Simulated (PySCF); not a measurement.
# Computed records: BGeH5NSi

Computed with PySCF 2.14.0. Calculation on a computer-drawn molecule: optimised geometry and harmonic frequencies of an isolated molecule of the commonest isotopes, restricted reference for singlets and unrestricted otherwise, frozen core in MP2; on germanium a core potential holds 10 electrons, which the energies leave out, and 3d is frozen in MP2 and coupled-cluster steps.

BGeH5NSi

Start structure:
```xyz
9
BGeH5NSi
B     -0.6380    -3.0512    -0.1398
N     -0.7937    -1.9797    -0.9368
Ge    -1.0886    -0.5349    -1.9101
Si    -0.6466     1.2094    -0.3947
H     -0.5587    -3.9871     0.4779
H      0.2503    -0.6888    -2.7744
H     -0.7770     2.4642    -1.1549
H     -1.7934     1.2258     0.5544
H      0.5778     1.1803     0.3433
```

It was run with charge 0, multiplicity 2, method HF, basis cc-pV(D+d)Z and basis and core potential on germanium cc-pVDZ-PP ECP10MDF.

Drawn bonds:
```tsv
atom	other atom	order
1	2	2
2	3	1
3	4	1
1	5	1
3	6	1
4	7	1
4	8	1
4	9	1
```

To be estimated
1. What spin squared does the calculation give for BGeH5NSi?
2. Estimate the rotational constants of BGeH5NSi.
3. Give the missing total energy for BGeH5NSi.

Answers
1. 0.7594
2. 6.613, 2.075, 1.623 GHz
3. -664.3572 hartree

Further results for BGeH5NSi:

- convergence status largest gradient component: 2.08e-05 hartree/bohr

Optimised structure:
```xyz
9
BGeH5NSi
B     -0.6946    -3.1697    -0.1698
N     -0.6970    -2.1179    -0.8295
Ge    -0.8697    -0.5953    -1.8156
Si    -0.6911     1.3293    -0.3791
H     -0.6831    -4.1635     0.4528
H      0.1803    -0.6489    -2.9400
H     -0.8337     2.5534    -1.2021
H     -1.7871     1.2792     0.6148
H      0.6081     1.3715     0.3334
```

Modes:
```tsv
frequency (cm⁻¹)	reduced mass (dalton)
83.57	3.832
91.73	1.085
176.7	3.696
214.6	4.803
348.7	8.252
425.5	1.048
564.7	1.341
570.7	4.8
628.1	1.156
783.5	1.066
812.4	1.348
821.7	1.345
970.1	1.106
1020	1.038
1025	1.036
1964	5.1
2166	1.022
2302	1.037
2309	1.041
2316	1.043
2981	1.196
```
